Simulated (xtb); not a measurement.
xtb input (GFN2-xTB):

```bash
xtb mol.xyz --gfn 2 --ohess tight --chrg -1 --uhf 0
```
mol.xyz:
```
3

Ge    -0.88608156    -0.70535009    -0.76068187
O      0.38156997    -0.07995945     0.26044096
H      0.49255608     0.80761462     0.52903528
```

Output:

```
           -------------------------------------------------
          |                Calculation Setup                |
           -------------------------------------------------

           -------------------------------------------------
          |                 G F N 2 - x T B                 |
           -------------------------------------------------

        Reference                      10.1021/acs.jctc.8b01176
      * Hamiltonian:
        H0-scaling (s, p, d)           1.850000    2.230000    2.230000
        zeta-weighting                 0.500000
      * Dispersion:
        s8                             2.700000
        a1                             0.520000
        a2                             5.000000
        s9                             5.000000
      * Repulsion:
        kExp                           1.500000    1.000000
        rExp                           1.000000
      * Coulomb:
        alpha                          2.000000
        third order                    shell-resolved
        anisotropic                    true
        a3                             3.000000
        a5                             4.000000
        cn-shift                       1.200000
        cn-exp                         4.000000
        max-rad                        5.000000

          ...................................................
          :                      SETUP                      :
          :.................................................:
          :  # basis functions                  15          :
          :  # atomic orbitals                  14          :
          :  # shells                            6          :
          :  # electrons                        12          :
          :  max. iterations                   250          :
          :  Hamiltonian                  GFN2-xTB          :
          :  restarted?                      false          :
          :  GBSA solvation                  false          :
          :  PC potential                    false          :
          :  electronic temp.          300.0000000     K    :
          :  accuracy                    1.0000000          :
          :  -> integral cutoff          0.2500000E+02      :
          :  -> integral neglect         0.1000000E-07      :
          :  -> SCF convergence          0.1000000E-05 Eh   :
          :  -> wf. convergence          0.1000000E-03 e    :
          :  Broyden damping             0.4000000          :
          :  net charge                         -1          :
          :  unpaired electrons                  0          :
          ...................................................

 iter      E             dE          RMSdq      gap      omega  full diag
   1     -6.5094485 -0.650945E+01  0.268E+01    0.24       0.0  T
   2     -6.5637019 -0.542534E-01  0.206E+01    0.22       1.0  T
   3     -6.5652847 -0.158285E-02  0.631E+00    0.26       1.0  T
   4     -6.5656704 -0.385687E-03  0.462E-01    0.27       1.0  T
   5     -6.5657092 -0.387863E-04  0.293E-01    0.27       1.0  T
   6     -6.5657280 -0.188224E-04  0.951E-02    0.27       1.0  T
[...]
molecular dipole:
                 x           y           z       tot (Debye)
 q only:       -0.081       0.767       0.088
   full:        0.329       1.196       0.467       3.369
molecular quadrupole (traceless):
                xx          xy          yy          xz          yz          zz
 q only:       -1.226      -0.961       1.211      -2.334      -0.778       0.015
  q+dip:       -2.139      -2.225       2.124      -4.379      -1.805       0.015
   full:       -1.392      -0.137      -0.245      -4.517      -1.196       1.637

           -------------------------------------------------
          |                Geometry Summary                 |
           -------------------------------------------------

      molecular mass/u    :       89.6348958
   center of mass at/Å    :       -0.7387501      -0.6234506      -0.6400135
  moments of inertia/u·Å² :        0.7494915E+00   0.6472541E+02   0.6547490E+02
rotational constants/cm⁻¹ :        0.2249209E+02   0.2604485E+00   0.2574671E+00

 * 1 selected distances

     #   Z          #   Z                                           value/Å
     2   8 O        3   1 H                                       0.9574380 (max)

 * 1 distinct bonds (by element types)

   Z      Z             #   av. dist./Å        max./Å        min./Å
   1 H    8 O           1     0.9574380     0.9574380     0.9574380

           -------------------------------------------------
          |               Frequency Printout                |
           -------------------------------------------------
 projected vibrational frequencies (cm⁻¹)
eigval :       -0.00    -0.00    -0.00     0.00     0.00     0.00
eigval :      310.37   585.83  3622.67
 reduced masses (amu)
   1:  1.55   2: 15.53   3: 59.55   4: 72.47   5: 65.03   6: 24.36   7: 26.37   8:  2.13
   9:  1.91
 IR intensities (km·mol⁻¹)
   1: 57.83   2: 15.39   3: 12.84   4:  2.81   5:  2.24   6: 36.90   7:197.30   8: 25.53
   9:104.70
 Raman intensities (Ä⁴*amu⁻¹)
   1:  0.00   2:  0.00   3:  0.00   4:  0.00   5:  0.00   6:  0.00   7:  0.00   8:  0.00
   9:  0.00
 output can be read by thermo (or use thermo option).
 writing <g98.out> molden fake output.
 recommended (thermochemical) frequency scaling factor: 1.0
           -------------------------------------------------
          |             Thermodynamic Functions             |
           -------------------------------------------------

cs  symmetry found (for desy threshold:  0.10E+00) used in thermo

          ...................................................
          :                      SETUP                      :
          :.................................................:
          :  # frequencies                           3      :
          :  # imaginary freq.                       0      :
          :  linear?                             false      :
          :  only rotor calc.                    false      :
          :  symmetry                               cs      :
          :  rotational number                       1      :
          :  scaling factor                  1.0000000      :
          :  rotor cutoff                   50.0000000 cm⁻¹ :
          :  imag. cutoff                  -20.0000000 cm⁻¹ :
          :.................................................:

    mode    ω/cm⁻¹     T·S(HO)/kcal·mol⁻¹    T·S(FR)/kcal·mol⁻¹   T·S(vib)
   ------------------------------------------------------------------------
   ------------------------------------------------------------------------

   temp. (K)  partition function   enthalpy   heat capacity  entropy
                                   cal/mol     cal/K/mol   cal/K/mol   J/K/mol
 298.15  VIB   1.37                  361.006      2.716      1.835
         ROT  0.431E+04              888.752      2.981     19.609
         INT  0.589E+04             1249.758      5.697     21.445
         TR   0.821E+27             1481.254      4.968     39.374
         TOT                        2731.0119    10.6647    60.8188   254.4660

       T/K    H(0)-H(T)+PV         H(T)/Eh          T*S/Eh         G(T)/Eh
Note: The following floating-point exceptions are signalling: IEEE_DENORMAL
normal termination of xtb
   ------------------------------------------------------------------------
    298.15    0.435214E-02    0.146469E-01    0.288970E-01   -0.142501E-01
   ------------------------------------------------------------------------

         :::::::::::::::::::::::::::::::::::::::::::::::::::::
         ::                  THERMODYNAMIC                  ::
         :::::::::::::::::::::::::::::::::::::::::::::::::::::
         :: total free energy          -6.575959491249 Eh   ::
         ::.................................................::
         :: total energy               -6.561709367882 Eh   ::
         :: zero point energy           0.010294720377 Eh   ::
         :: G(RRHO) w/o ZPVE           -0.024544843744 Eh   ::
         :: G(RRHO) contrib.           -0.014250123367 Eh   ::
         :::::::::::::::::::::::::::::::::::::::::::::::::::::

optimized geometry written to: xtbopt.xyz

           -------------------------------------------------
          | TOTAL ENERGY               -6.561709367882 Eh   |
          | TOTAL ENTHALPY             -6.547062502940 Eh   |
          | TOTAL FREE ENERGY          -6.575959491249 Eh   |
          | GRADIENT NORM               0.000070223542 Eh/α |
          | HOMO-LUMO GAP               0.089497262944 eV   |
           -------------------------------------------------

------------------------------------------------------------------------
------------------------------------------------------------------------
 total:
 SCF:
 ANC optimizer:
 analytical hessian:
```
